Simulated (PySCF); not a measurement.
SMILES Bc1ccc(C=O)cc1, singlet, GFN2-xTB optimised geometry.

```
16

B     -1.54    -2.43     0.00
C     -0.73    -1.11     0.00
C     -1.37     0.14     0.00
C     -0.66     1.32     0.00
C      0.73     1.30     0.00
C      1.51     2.54     0.00
O      2.71     2.62     0.00
C      1.40     0.07     0.00
C      0.67    -1.11     0.00
H     -2.71    -2.40     0.00
H     -0.98    -3.46    -0.01
H     -2.45     0.17     0.00
H     -1.18     2.27     0.00
H      0.88     3.46    -0.01
H      2.48     0.06     0.00
H      1.19    -2.05     0.00
```

Density from CAM-B3LYP/def2-TZVP (PySCF) at that geometry.

Minimum of the electron density along straight lines between bonded atoms, close to the bond critical point (lines longer than 1.1 times the sum of covalent radii, or with two minima, are not listed):

```csv
bond,length / Å,ρ at the minimum / e bohr⁻³,∇²ρ there / e bohr⁻⁵,position (fraction from the first atom)
B1–C2,1.550,0.194,…,0.33
C2–C3,1.404,0.314,-0.93,0.49
C3–C4,1.379,0.329,-1.01,0.50
C4–C5,1.395,0.319,-0.95,0.50
C5–C6,1.468,0.286,…,0.50
C6–O7,1.204,…,-0.13,0.34
C5–C8,1.396,0.318,-0.95,0.51
C2–C9,1.404,0.314,-0.93,0.49
C8–C9,1.379,0.330,-1.01,0.50
B1–H10,1.168,0.195,-0.39,0.44
B1–H11,1.169,0.195,-0.39,0.44
C3–H12,1.080,0.291,-1.06,0.65
C4–H13,1.081,0.288,-1.04,0.65
C6–H14,1.109,0.280,-1.00,0.65
C8–H15,1.080,0.291,-1.06,0.65
C9–H16,1.080,0.291,-1.06,0.65
```

Task: What belongs in the gaps?

Result: 
- B1–C2, ∇²ρ there / e bohr⁻⁵: -0.22
- C5–C6, ∇²ρ there / e bohr⁻⁵: -0.83
- C6–O7, ρ at the minimum / e bohr⁻³: 0.428
